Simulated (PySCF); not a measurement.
Zn(OH)(SH) (H₂OSZn), SMILES [OH][Zn][SH]. Heavy atoms are numbered as in [Zn:1]([OH:2])[SH:4]. Hydrogens are named by the atom that carries them.

Coordinates come from a PBE0-D3(BJ)/def2-TZVP optimisation. One conformer was computed; it need not be the lowest.

Level of theory: PySCF with KT2/pcSseg-2.

GIAO shieldings, no solvent; atoms alike by connectivity are averaged. δ = σ(ref) − σ: ¹⁷O against H2O (σ = 324.0 ppm); ¹H against TMS (σ = 31.47 ppm); ³³S against H2S (σ = 720.7 ppm), references at their B3LYP-D3(BJ)/def2-TZVP geometries, non-relativistic.

**Question.** Estimate the chemical shifts. (An estimate is asked for; the answer gives what the named calculation found.)

**Answer.** 
```tsv
nucleus	atoms	count	δ (ppm)
¹⁷O	O2 (OH)	1	39.1
¹H	H on O2	1	1.54
¹H	H on S4	1	-0.29
³³S	S4 (SH)	1	-79.4
```
